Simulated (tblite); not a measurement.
Run record: tight-binding relaxation, `CB(C)/C=C/C=C/N(C)C`.

Computed with GFN2-xTB geometry optimisation, gas phase (tblite 0.8.0). Start geometry: from a force field or distance geometry. The input is one job of a driver script: a line of settings, then coordinates in Å.

Input:
```
{"job": {"kind": "relax", "xc": "GFN2-xTB", "basis": "xTB"}, "charge": 0, "multiplicity": 1}
C      3.705200     0.850100     0.389900
B      3.052100    -0.020800    -0.799600
C      3.699600    -1.475900    -0.974900
C      1.537300     0.135200    -1.174000
C      0.677700     0.058100    -0.179800
C     -0.772500     0.177600    -0.337600
C     -1.530700     0.097200     0.715900
N     -2.943500     0.208000     0.632700
C     -3.711500    -0.831100     1.339400
C     -3.616200     1.262400    -0.112500
H      4.187400     1.718700    -0.112000
H      4.409000     0.294000     1.001300
H      2.827400     1.219400     1.001500
H      4.672000    -1.436400    -1.531500
H      3.017400    -2.046700    -1.636000
H      3.878000    -1.982700    -0.002700
H      1.210200     0.285400    -2.179600
H      1.040400    -0.103400     0.835600
H     -1.244000     0.338500    -1.288800
H     -1.113400    -0.062900     1.730200
H     -4.717100    -0.867300     0.901100
H     -3.163200    -1.787400     1.145000
H     -3.711400    -0.588300     2.443000
H     -4.399900     0.806600    -0.734400
H     -4.112800     1.905500     0.657000
H     -2.898400     1.869100    -0.685800
```

Task: What does the run print?

Result: 
```
step      E/eV     max force
  0    -798.45703    3.397
  1    -798.76652    2.227
  2    -798.93617    0.738
  3    -799.02494    0.553
  4    -799.05169    0.445
  5    -799.08380    0.328
  6    -799.10495    0.284
  7    -799.12479    0.356
  8    -799.14235    0.293
  9    -799.15777    0.248
... (182 lines left out)
192    -799.76113    0.019
193    -799.76121    0.020
194    -799.76127    0.016
195    -799.76132    0.013
196    -799.76136    0.011
197    -799.76140    0.013
198    -799.76143    0.012
199    -799.76146    0.011
200    -799.76147    0.010
201    -799.76149    0.008
```

«max force» is the largest atomic force in eV/Å.

Task: From which step on does the largest force stay under 0.1 eV/Å, and how much energy is left to gain from there?

Result: From step 121 (0.090 eV/Å), 24.9 meV above the end.

Main results: energy lowered by 30.1 kcal/mol over 201 steps; largest atomic force 0.008 eV/Å at the end.

Task: Where do the atoms end?

Result: 1.368 Å rms from the input after alignment:
```
atom  x, y, z in Å
C1     3.6932   -0.2731    0.8646
B2     3.0665   -0.2839   -0.5920
C3     4.0402   -0.3968   -1.8387
C4     1.5566   -0.1870   -0.8397
C5     0.6017   -0.0026    0.1016
C6    -0.7959    0.0969   -0.1622
C7    -1.7017    0.2769    0.8237
N8    -3.0440    0.4532    0.6924
C9    -3.9067    0.2810    1.8318
C10   -3.6736    0.3289   -0.5974
H11    3.9056    0.7568    1.1552
H12    4.6402   -0.8072    0.9143
H13    3.0394   -0.6848    1.6302
H14    5.0263    0.0250   -1.6542
H15    3.6388    0.0654   -2.7387
H16    4.1960   -1.4503   -2.0758
H17    1.1949   -0.2528   -1.8634
H18    0.8943    0.0833    1.1414
H19   -1.1033    0.0145   -1.1942
H20   -1.3509    0.3357    1.8465
H21   -4.3316   -0.7298    1.8708
H22   -3.3489    0.4566    2.7495
H23   -4.7297    0.9976    1.7832
H24   -3.7247   -0.7138   -0.9340
H25   -4.6862    0.7256   -0.5381
H26   -3.1174    0.9073   -1.3338
```

Task: How long does this job take on an Intel Xeon 6975P-C with one thread (shared host)?

Result: About 1.5 s.
Labels such as C1 count atoms from 1, the log's own numbers from 0.
